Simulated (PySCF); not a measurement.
# Frontier levels across methods

Species: C4H5NOSi.
SMILES with atom numbers: `[CH3:1][C:2]#[C:3][Si@@H:4]([OH:5])[C:6]#[N:7]` (hydrogens: H8, H9, H10 on C1; H11 on Si4; H12 on O5)

Structure used (PBE0-D3(BJ)/def2-SVP), in Å, numbered top down from 1:
```
atom  x, y, z in Å
C1     2.7338    0.2748   -0.2078
C2     1.3057    0.0386   -0.2675
C3     0.1026   -0.1549   -0.3186
Si4   -1.6887   -0.4248   -0.4185
O5    -2.2184   -1.6809    0.5128
C6    -2.4838    1.1603    0.1694
N7    -2.9861    2.1363    0.5439
H8     2.9457    1.3374   -0.0126
H9     3.1959   -0.3190    0.5959
H10    3.2169   -0.0021   -1.1576
H11   -2.1579   -0.6852   -1.7956
H12   -1.9287   -1.7106    1.4298
```

Basis pcSseg-1 throughout (PySCF), one geometry. Isolated species at its PBE0-D3(BJ)/def2-SVP geometry (one conformer only).

Problem. How do the orbital energies, the gap and the dipole change with the method?

Solution. 
```json
{"method": "BLYP", "kind": "GGA", "HOMO (eV)": "-6.92", "LUMO (eV)": "-1.87", "gap (eV)": "5.05", "μ (D)": "4.88", "SCF cycles": "16"}
{"method": "B97-D", "kind": "GGA", "HOMO (eV)": "-7.06", "LUMO (eV)": "-1.92", "gap (eV)": "5.14", "μ (D)": "4.91", "SCF cycles": "17"}
{"method": "KT3", "kind": "GGA", "HOMO (eV)": "-7.10", "LUMO (eV)": "-2.01", "gap (eV)": "5.09", "μ (D)": "4.81", "SCF cycles": "18"}
{"method": "BP86", "kind": "GGA", "HOMO (eV)": "-7.21", "LUMO (eV)": "-2.13", "gap (eV)": "5.08", "μ (D)": "4.96", "SCF cycles": "17"}
{"method": "LDA", "kind": "LDA", "HOMO (eV)": "-7.27", "LUMO (eV)": "-2.29", "gap (eV)": "4.99", "μ (D)": "5.08", "SCF cycles": "16"}
{"method": "B3LYP", "kind": "global hybrid", "HOMO (eV)": "-8.09", "LUMO (eV)": "-1.34", "gap (eV)": "6.75", "μ (D)": "4.94", "SCF cycles": "15"}
{"method": "wB97X-D", "kind": "range-separated hybrid", "HOMO (eV)": "-10.23", "LUMO (eV)": "0.60", "gap (eV)": "10.83", "μ (D)": "4.98", "SCF cycles": "14"}
```

The HOMO spans 3.31 eV, from BLYP down to wB97X-D, and the gap runs from 4.99 eV (LDA) to 10.83 eV (wB97X-D). The dipole ranges from 4.81 D (KT3) to 5.08 D (LDA). This basis has no diffuse functions.
